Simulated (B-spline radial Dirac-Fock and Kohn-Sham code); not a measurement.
**What relativity does to the binding energies of C**

System: neutral carbon, 1s2 2s2 2p2.

Both columns are ΔSCF binding energies of the configuration average from a radial atomic solver: non-relativistic Hartree-Fock with a point nucleus, and Dirac-Fock with a finite nucleus and the Coulomb interaction alone, averaged over the two j levels with weights 2j+1.

```
shell  Hartree-Fock (eV)  Dirac-Fock (eV)  shift (eV)  shift (%)
   1s              296.9            297.1       +0.13      +0.04
   2s              18.02            18.03       +0.01      +0.07
   2p              10.00            10.00        0.00      -0.04
```

Relativity binds 1s, 2s more strongly, among those listed most of all 2s in relative terms.

Values without a named source are computed, but for edge energies of neutral atoms, which are taken from tables.
